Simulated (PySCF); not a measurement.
NMR data simulated for an unnamed compound:

1H NMR (400 MHz, computed): δ 9.02 (d, 2H), 8.01 (t, 1H), 7.57 (m, 2H), 4.47 (br, 2H), 0.77 (t, 3H), -0.15 (m, 2H).

13C{1H} NMR (computed): δ 155.1 (CH), 145.6 (CH), 130.0 (CH), 11.7 (CH3), 3.2 (CH2).

Level of theory: structure optimised with PBE0-D3(BJ)/def2-SVP, PBE0/pcSseg-1 with gauge-including orbitals, in PySCF 2.14 (gas phase, equivalent nuclei averaged, no relativistic terms, single conformer).

Referencing at the same level of theory: 1H (31.27 ppm), 13C (184.41 ppm) vs TMS.

Which of these does the molecule contain: a carboxylic acid, a ketone, a CH3CH2 unit, a (CH3)2CH unit, a heteroaromatic ring?

Results:


- A carboxylic acid: no.
- A ketone: no.
- A CH3CH2 unit: yes (δC 11.7, 3.2; δH 0.77 (t), -0.15 (m)).
- A (CH3)2CH unit: no.
- A heteroaromatic ring: yes.

The data belong to `C[CH2][AlH2-][n+]1ccccc1`, C7H12AlN; they needn't prove each group on their own.

Carbon signals by region: 3 in the sp2 and nitrile region (100–160 ppm), 2 below 50 ppm.

Hydrides on Al or Ga are broadened by the quadrupolar metal nucleus. Shifts are as computed. Against solution values, carbons near 30 ppm lie about +2 ppm off and those near 130 ppm about +5 ppm. Of 1309 compounds with measured shifts, 239 miss one by over three times the rms of a fit or turn the order of signals round; such compounds aren't used in these exercises. Multiplicities follow the n + 1 count of equivalent neighbours, as no J values were calculated; m marks all less simple cases, F and P coupling included.
